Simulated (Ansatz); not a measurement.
Steps of a relaxation of ClH3OSiZn (`[SiH3][O][Zn][Cl]`) with RKS PBE0-D4/def2-TZVP.

```sh
$ ansatz run in.yaml --threads 4 --pin off --events-out ev --progress --plain --max-ram 10444MiB
```

```yaml
crystal:
  periodic: [false, false, false]
  atoms:
    - {symbol: Si, position_ang: [-0.548870, 1.075390, 0.340020]}
    - {symbol: O, position_ang: [-0.024110, -0.410250, -0.023270]}
    - {symbol: Zn, position_ang: [1.123810, -1.528030, -0.654160]}
    - {symbol: Cl, position_ang: [1.547850, -3.510390, -0.984350]}
    - {symbol: H, position_ang: [-0.604970, 1.879060, -0.886060]}
    - {symbol: H, position_ang: [0.374630, 1.691620, 1.298830]}
    - {symbol: H, position_ang: [-1.868340, 0.802600, 0.909000]}
basis:
  gaussian: {orbitals: def2-TZVP}
hamiltonian: {xc: pbe0, dispersion: d4}
relax: {f_tol: 0.005, max_steps: 150}
```

Positions (Å) and forces (eV/Å) along the path, 12 of 12 steps:

```xyz
7
step=1 energy=-70903.8592 eV
Si   -0.549    1.075    0.340    0.172   -0.709   -0.141
O    -0.024   -0.410   -0.023    0.015    0.516    0.028
Zn    1.124   -1.528   -0.654   -0.213   -0.504    0.075
Cl    1.548   -3.510   -0.984    0.541   -0.517   -0.298
H    -0.605    1.879   -0.886   -0.140    0.428   -0.232
H     0.375    1.692    1.299    0.109    0.379    0.316
H    -1.868    0.803    0.909   -0.484    0.406    0.251
7
step=2 energy=-70904.0881 eV
Si   -0.539    1.073    0.335   -0.216   -0.307    0.076
O    -0.049   -0.436   -0.013    0.132    0.449   -0.033
Zn    1.048   -1.643   -0.623   -0.178   -0.801    0.037
Cl    1.705   -3.591   -1.067    0.152    0.393   -0.049
H    -0.626    1.925   -0.877    0.035    0.062   -0.090
H     0.356    1.737    1.314    0.095    0.053    0.039
H    -1.894    0.936    0.931   -0.020    0.150    0.019
7
step=3 energy=-70904.2025 eV
Si   -0.548    1.079    0.339    0.006   -0.175   -0.015
O    -0.062   -0.429   -0.007    0.166   -0.093   -0.086
Zn    0.913   -1.779   -0.564   -0.378    0.321    0.202
Cl    1.837   -3.536   -1.128    0.175   -0.147   -0.093
H    -0.608    1.918   -0.889    0.005    0.027   -0.021
H     0.375    1.731    1.306    0.020    0.026    0.013
H    -1.907    1.017    0.942    0.006    0.041    0.000
7
step=4 energy=-70904.2144 eV
Si   -0.545    1.070    0.337   -0.005    0.045    0.005
O    -0.088   -0.446    0.003   -0.161    0.208    0.090
Zn    0.846   -1.801   -0.535    0.161   -0.253   -0.092
Cl    1.888   -3.490   -1.147    0.019    0.002   -0.010
H    -0.591    1.904   -0.898    0.010   -0.016    0.014
H     0.393    1.717    1.298   -0.006   -0.013   -0.019
H    -1.902    1.045    0.943   -0.018    0.026    0.011
7
step=5 energy=-70904.2175 eV
Si   -0.548    1.065    0.337    0.001    0.039    0.002
O    -0.119   -0.461    0.015   -0.119    0.128    0.064
Zn    0.840   -1.802   -0.532    0.101   -0.149   -0.056
Cl    1.908   -3.470   -1.154    0.024   -0.010   -0.013
H    -0.581    1.891   -0.904    0.010   -0.013    0.009
H     0.403    1.704    1.292   -0.001   -0.011   -0.015
H    -1.904    1.073    0.946   -0.016    0.016    0.009
7
step=6 energy=-70904.2218 eV
Si   -0.560    1.043    0.341   -0.027   -0.209   -0.004
O    -0.286   -0.547    0.083    0.122    0.093   -0.048
Zn    0.809   -1.794   -0.516   -0.142    0.128    0.074
Cl    2.006   -3.363   -1.190   -0.057    0.105    0.035
H    -0.519    1.820   -0.934   -0.012   -0.050    0.033
H     0.462    1.634    1.255   -0.035   -0.044   -0.020
H    -1.912    1.208    0.961    0.152   -0.024   -0.071
7
step=7 energy=-70904.2258 eV
Si   -0.559    1.038    0.340   -0.010   -0.120   -0.005
O    -0.294   -0.550    0.086    0.067    0.059   -0.026
Zn    0.800   -1.790   -0.512   -0.079    0.063    0.040
Cl    2.008   -3.345   -1.189   -0.036    0.070    0.022
H    -0.516    1.810   -0.937   -0.006   -0.031    0.020
H     0.466    1.623    1.253   -0.020   -0.027   -0.012
H    -1.905    1.213    0.959    0.084   -0.015   -0.039
7
step=8 energy=-70904.2281 eV
Si   -0.557    1.033    0.339    0.002   -0.002   -0.001
O    -0.307   -0.554    0.091   -0.002   -0.002    0.001
Zn    0.785   -1.787   -0.506   -0.001    0.003    0.001
Cl    2.014   -3.318   -1.189   -0.002    0.009    0.002
H    -0.510    1.797   -0.941    0.002   -0.006    0.001
H     0.472    1.609    1.250    0.000   -0.005   -0.003
H    -1.897    1.220    0.956    0.001    0.003    0.000
7
step=9 energy=-70904.2282 eV
Si   -0.558    1.031    0.339    0.001    0.000   -0.001
O    -0.314   -0.557    0.093   -0.002   -0.002    0.001
Zn    0.783   -1.786   -0.504   -0.001    0.002    0.001
Cl    2.017   -3.311   -1.189   -0.001    0.007    0.001
H    -0.508    1.792   -0.942    0.002   -0.005    0.000
H     0.475    1.605    1.248    0.001   -0.004   -0.002
H    -1.896    1.225    0.956    0.000    0.002    0.000
7
step=10 energy=-70904.2285 eV
Si   -0.559    1.024    0.339    0.007   -0.015   -0.004
O    -0.348   -0.572    0.107    0.003    0.003   -0.001
Zn    0.769   -1.781   -0.498    0.001    0.001    0.000
Cl    2.034   -3.276   -1.194   -0.006    0.006    0.003
H    -0.493    1.771   -0.950   -0.007    0.000    0.004
H     0.489    1.584    1.239   -0.006    0.000    0.002
H    -1.892    1.249    0.957    0.008    0.005   -0.004
7
step=11 energy=-70904.2282 eV rejected
Si   -0.557    1.020    0.337   -0.044    0.017    0.019
O    -0.353   -0.577    0.109    0.005    0.024   -0.001
Zn    0.769   -1.781   -0.498   -0.001   -0.005   -0.001
Cl    2.038   -3.271   -1.195   -0.001    0.001    0.001
H    -0.498    1.768   -0.951    0.028   -0.009   -0.002
H     0.488    1.579    1.243    0.016   -0.006   -0.019
H    -1.887    1.261    0.955   -0.004   -0.023    0.003
7
step=12 energy=-70904.2285 eV
Si   -0.559    1.024    0.339    0.000    0.001    0.000
O    -0.346   -0.572    0.106    0.000   -0.001    0.000
Zn    0.770   -1.781   -0.499    0.000    0.000    0.000
Cl    2.033   -3.277   -1.193    0.000    0.000    0.000
H    -0.495    1.772   -0.949    0.000    0.000    0.000
H     0.488    1.584    1.240    0.000    0.000    0.000
H    -1.891    1.250    0.956    0.000    0.000    0.000
```

Hardware: 4 threads of an Arm Neoverse V1 on a shared host. Wall time 40 s, peak host memory 0.49 GiB.
